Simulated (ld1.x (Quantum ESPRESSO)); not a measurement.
# Before and after: TM potential for S (Z = 16)

- Element: sulfur (S)
- Generator: ld1.x (Quantum ESPRESSO) 7.5
- Type: norm-conserving Troullier–Martins (Kleinman–Bylander form)
- Functional: PBEsol
- Relativity: scalar-relativistic
- Frozen core: [Ne]
- Valence charge: 6
- Reference configuration: 3s2 3p3.75 (charge +0.25)
- Partial waves: 3s (bound): rc 1.05 bohr; 3p (bound): rc 1.35 bohr; 3d channel at 0.45 Ry: rc 1.40 bohr
- Local potential: all-electron potential smoothed inside 1.35 bohr (lloc = -1)
- Core correction: a·sin(br)/r model core inside 0.60 bohr

All-electron outer shells of the reference configuration (PBEsol, scalar-relativistic, ld1.x):

```tsv
shell	level (eV)	outermost node (bohr)	outermost maximum (bohr)
2p	-159.02	–	0.33
3s	-19.63	0.60	1.40
3p	-9.27	0.58	1.59
```

Change: local potential all-electron potential smoothed inside 0.84 bohr (lloc = -1).

Cutoffs: the cutoffs (Ry, on a coarse ladder) from which the occupation-weighted sum of valence levels, in a spherical-Bessel basis at the reference potential, stays within 10 and 1 mRy of its value at 400 Ry; they do not see the model core or the augmentation charge, which bear on the density cutoff. Errors are all-electron minus pseudo energies relative to the spin-unpolarised reference configuration.

Problem. How do hardness, ghosts and transferability respond?

Solution. The potential gets neither clearly harder nor softer (80 Ry and 200 Ry → 80 Ry and 200 Ry); a bound ghost appears in s, which as a rule spoils a file; the number of tests that count goes from 7 to 3; of the 3 tests that both files solve, the error grows in 3 and shrinks in 0 by more than 15 % and 0.3 meV (median size 3.0 → 19.2 meV); the range in which the s phases agree widens (upper end 1.5 → at the end of the scan); the range in which the p phases agree narrows (upper end at the end of the scan → 3.8). In the separable form a ghost depends on how the local part lies against the semilocal potential of the channel, so the choice of the local part can create or remove one. That the errors move this way runs against the usual rule that smaller radii transfer better.

```tsv
quantity	base	changed
cutoff, loose	80 Ry	80 Ry
cutoff, tight	200 Ry	200 Ry
loose cutoff by channel (10 mRy a level)	s 60 Ry, p 10 Ry	s 25 Ry, p 10 Ry
bound ghosts	none	s
tests counted (converged, no solver errors)	7 of 7	3 of 7
error for 3s2 3p3, meV [ΔE 9.70 eV]	+3.0	-19
error for 3s2 3p2, meV [ΔE 31.95 eV]	+29	-96
error for 3s1 3p5, meV [ΔE 8.25 eV]	-2.9	-8.6
s: phases at 1.54 bohr within 0.05 rad from the reference energy up to (Ry; the scan ends near 5)	1.5	to the end of the scan
p: phases at 1.54 bohr within 0.05 rad from the reference energy up to (Ry; the scan ends near 5)	to the end of the scan	3.8
d: phases at 1.54 bohr within 0.05 rad from the reference energy up to (Ry; the scan ends near 5)	to the end of the scan	to the end of the scan
```

Changed file: Tests not counted: 3s2 3p4 (pseudo-atom not self-consistent, printed error +381 meV); 3s2 3p1 (solver errors, printed error -28.1 eV); 3s2 3p0 (solver errors, printed error -28.7 eV); 3s2 3p4.3 (pseudo-atom not self-consistent, printed error +667 meV). A true bound ghost makes a file unfit for plane-wave use even where its test errors are small: the radial tests pick states by their node count and pass the ghost by. Where a test does run into it, the solver fails or the error is huge.
